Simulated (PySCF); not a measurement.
PGMEA (C6H12O3), SMILES COCC(C)OC(C)=O.

Geometry optimised at B3LYP-D3(BJ)/def2-SVP. One conformer was computed; it need not be the lowest.

The numbers are results of B3LYP-D3(BJ)/def2-SVP in PySCF, not measurements.

No scaling factor is applied to the harmonic values.

Computed normal modes with their intensities:
```tsv
mode	ν (cm⁻¹)	IR (km/mol)	moving atoms (share of kinetic energy)
1	46	3.8	H 44 %, O 31 %, C 25 %
2	61	0.7	H 45 %, C 29 %, O 26 %
3	86	0.7	H 45 %, C 38 %, O 17 %
4	93	0.8	H 44 %, C 36 %, O 20 %
5	95	2.6	O 39 %, H 31 %, C 30 %
6	199	3.3	H 40 %, O 33 %, C 27 %
7	201	4.0	C 44 %, H 33 %, O 23 %
8	229	1.9	H 83 %, O 14 %
9	259	5.4	H 67 %, O 17 %, C 16 %
10	322	0.5	C 47 %, H 30 %, O 23 %
11	337	0.4	C 44 %, O 35 %, H 20 %
12	422	10.3	C 47 %, O 28 %, H 25 %
13	491	1.6	C 46 %, H 36 %, O 18 %
14	503	6.3	O 37 %, C 37 %, H 26 %
15	606	7.4	C 46 %, H 33 %, O 22 %
16	660	5.5	C 52 %, O 33 %, H 16 %
17	858	4.5	H 41 %, O 30 %, C 29 %
18	913	3.9	C 50 %, H 30 %, O 20 %
19	942	1.1	H 82 %, C 17 %
20	982	1.3	C 37 %, H 35 %, O 28 %
21	1010	15.9	C 48 %, H 30 %, O 22 %
22	1036	45.1	H 42 %, C 31 %, O 27 %
23	1051	7.9	H 50 %, C 47 %
24	1105	91.7	C 52 %, H 30 %, O 18 %
25	1163	57.0	H 55 %, C 39 %
26	1169	32.5	H 55 %, C 38 %
27	1192	37.3	H 53 %, C 35 %, O 12 %
28	1199	61.3	H 40 %, C 39 %, O 21 %
29	1236	112.0	H 37 %, C 32 %, O 31 %
30	1263	3.5	H 83 %, C 13 %
31	1282	374.2	C 52 %, H 30 %, O 18 %
32	1347	5.1	H 80 %, C 16 %
33	1363	1.6	H 79 %, C 21 %
34	1386	115.1	H 61 %, C 37 %
35	1407	13.8	H 59 %, C 41 %
36	1423	10.1	H 70 %, C 29 %
37	1439	11.6	H 96 %
38	1447	9.4	H 96 %
39	1459	6.2	H 97 %
40	1461	8.4	H 95 %
41	1464	3.8	H 90 %, C 9 %
42	1473	11.3	H 91 %, C 8 %
43	1482	11.8	H 91 %, C 9 %
44	1512	2.3	H 90 %, C 9 %
45	1845	231.0	C 64 %, O 34 %
46	2953	39.1	H 95 %
47	2966	76.1	H 96 %
48	3016	92.1	H 91 %, C 9 %
49	3021	6.2	H 90 %, C 10 %
50	3041	14.0	H 97 %
51	3052	1.3	H 97 %
52	3091	5.4	H 92 %
53	3124	25.2	H 91 %, C 9 %
54	3126	21.7	H 91 %, C 9 %
55	3131	3.3	H 91 %, C 9 %
56	3150	7.5	H 91 %, C 9 %
57	3179	4.0	H 90 %, C 10 %
```
